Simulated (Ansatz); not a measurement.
```yaml
crystal:
  periodic: [false, false, false]
  atoms:
    - {symbol: C, position_ang: [2.982845, 1.257187, 0.993526]}
    - {symbol: S, position_ang: [0.903436, -0.326479, -1.128715]}
    - {symbol: C, position_ang: [1.277172, 1.026403, -2.275971]}
    - {symbol: C, position_ang: [-0.805384, -0.051469, -0.758277]}
    - {symbol: C, position_ang: [-1.352471, -0.873160, 0.257675]}
    - {symbol: C, position_ang: [-2.698034, -0.727802, 0.608865]}
    - {symbol: C, position_ang: [-3.519411, 0.224048, -0.024871]}
    - {symbol: C, position_ang: [-2.971164, 1.039133, -1.024887]}
    - {symbol: C, position_ang: [-1.621638, 0.908720, -1.394933]}
    - {symbol: H, position_ang: [2.400254, 0.476734, 1.507686]}
    - {symbol: H, position_ang: [3.938112, 0.995173, 0.514339]}
    - {symbol: H, position_ang: [2.595611, 2.282357, 0.884659]}
    - {symbol: H, position_ang: [2.362204, 0.943257, -2.478987]}
    - {symbol: H, position_ang: [0.723437, 0.946685, -3.234945]}
    - {symbol: H, position_ang: [1.085437, 2.015605, -1.812169]}
    - {symbol: H, position_ang: [-0.699326, -1.603559, 0.764359]}
    - {symbol: H, position_ang: [-3.108471, -1.367755, 1.406045]}
    - {symbol: H, position_ang: [-4.576530, 0.332381, 0.265021]}
    - {symbol: H, position_ang: [-3.596712, 1.792971, -1.530551]}
    - {symbol: H, position_ang: [-1.216680, 1.560464, -2.182129]}
    - {symbol: F, position_ang: [0.838664, -2.873260, 1.141129]}
    - {symbol: B, position_ang: [1.591369, -2.175087, 2.137295]}
    - {symbol: F, position_ang: [0.949166, -0.926721, 2.381020]}
    - {symbol: F, position_ang: [1.621610, -2.931911, 3.322407]}
    - {symbol: F, position_ang: [2.896492, -1.943896, 1.662391]}
basis:
  gaussian: {orbitals: def2-TZVP, initial_orbitals: start.molden}
total_charge: -1
magnetization: {spin_polarized: true, initial_magnetization: 1}
hamiltonian: {xc: pbe0, dispersion: d4}
scf: {omitted_lower_state_checks: [starts]}
output: {orbitals: {seedname: orbitals}}
```

The file start.molden holds the orbitals of an earlier run on this structure, at another level or in another basis.

```sh
$ ansatz run in.yaml --threads 4 --pin off --events-out ev --progress --plain --max-ram 6963MiB
```

(1) Does this run fit into the memory that it is given?

Results:

(1) No. It has 506 basis functions, and Ansatz plans for 8 GiB where 7 GiB are given.
